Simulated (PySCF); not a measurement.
## C₆ coefficients of unlike pairs at UHF

Calculated with PySCF 2.14 from the dipole response of each species, C₆(A,B) = (3/π) ∫ α_A(iu) α_B(iu) du, in atomic units, from isotropic polarisabilities. For ions this is the dispersion term alone; charge-induced terms of lower order in 1/R come first.

```
species       configuration                                                                           basis      relativity  α (bohr³)  C₆ (like pair)
    Pt⁺  [Xe] 4f14 5d9 (2D)                                     aug-cc-pwCVTZ-PP with ECP60MDF (8s8p7d4f3g)  core potential      14.66           108.2
   Sn²⁺  [Kr] 4d10 5s2 (1S)                                     aug-cc-pV5Z-PP with ECP28MDF (8s8p6d4f3g2h)  core potential      17.79           100.0
      O   [He] 2s2 2p4 (3P)  x2c-QZVPPall with one added diffuse shell each of s, p, d, f type (8s5p4d3f1g)   spin-free X2C      4.736           13.80
   Ca²⁺           [Ar] (1S)                                                aug-cc-pwCVQZ-X2C (11s10p8d6f3g)   spin-free X2C      3.247           10.69
```

**Question.** Estimate C₆ for O with Pt⁺.

**Answer.** The integral gives 38.56. The combination rule 2 C_A C_B / (C_A α_B/α_A + C_B α_A/α_B) gives 38.44 and the geometric mean 38.64.

No spin-orbit coupling is included.

The other pairs:

| pair | C₆ |
| --- | --- |
| Sn²⁺, Pt⁺ | 101.6 |
| Ca²⁺, O | 11.90 |
| O, Sn²⁺ | 35.82 |
| Ca²⁺, Sn²⁺ | 29.47 |
| Ca²⁺, Pt⁺ | 33.06 |
